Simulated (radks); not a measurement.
All-electron atom: S2+ in [Ne] 3s2 3p2.

Calculated with a radial shooting solver on a logarithmic mesh with Libxc functionals: non-relativistic Kohn-Sham, exchange-only LDA, spin-polarised, spherical densities, point nucleus; open shells are filled with parallel spins first.

Energy parts (hartree):
part                  energy
total             -394.37366
kinetic            394.37366
electron-nucleus  -929.28568
Hartree            162.87684
exchange           -22.33848

Orbitals (lengths in bohr, moments of r in powers of bohr; r(90%) holds 90 % of the orbital's charge):
| orbital | occ. | eigenvalue (hartree) | <1/r> | <r^2> | r(90%) |
|---|---|---|---|---|---|
| 1s up | 1 | -88.66609 | 15.51 | 0.01280 | 0.174 |
| 1s down | 1 | -88.65144 | 15.51 | 0.01280 | 0.174 |
| 2s up | 1 | -8.57137 | 3.035 | 0.2778 | 0.758 |
| 2s down | 1 | -8.55341 | 3.037 | 0.2769 | 0.756 |
| 2p up | 3 | -6.62689 | 2.951 | 0.2465 | 0.740 |
| 2p down | 3 | -6.60494 | 2.953 | 0.2453 | 0.738 |
| 3s up | 1 | -1.43606 | 0.8711 | 2.882 | 2.37 |
| 3s down | 1 | -1.31734 | 0.8691 | 2.926 | 2.39 |
| 3p up | 2 | -1.02587 | 0.7664 | 3.630 | 2.69 |
| 3p down | 0 | -0.91155 | 0.7565 | 3.784 | 2.76 |

The highest occupied level is 3p up at -27.915 eV. Virial ratio -V/T = 2.00000. Summed over all electrons, <r^2> = 15.12 bohr^2, which gives a Langevin (diamagnetic) susceptibility term of -12 x 10^-6 cm^3/mol.
